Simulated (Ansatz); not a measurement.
Ansatz results at the PBE0-D4/def2-TZVP geometry: HOMO–LUMO gap (PBE/def2-TZVPP) 3.40 eV; HOMO–LUMO gap (ωB97M-V/def2-TZVPP) 9.86 eV; LUMO energy (PBE0/def2-TZVPP) -1.84 eV.

Each molecule was computed in one conformer, which needn't be the lowest.

(1) Which molecule gave them?
A. `NC(S)CC=O`
B. `[AlH2][SiH2]S`
C. `[NH2][Al]([OH])[SiH2]Cl`
D. `C=CB(C)BCl`

Results:

(1) D. The others give `NC(S)CC=O`: 3.58, 10.65, -0.99; `[NH2][Al]([OH])[SiH2]Cl`: 4.78, 10.71, -0.71; `[AlH2][SiH2]S`: 3.20, 9.00, -2.19.
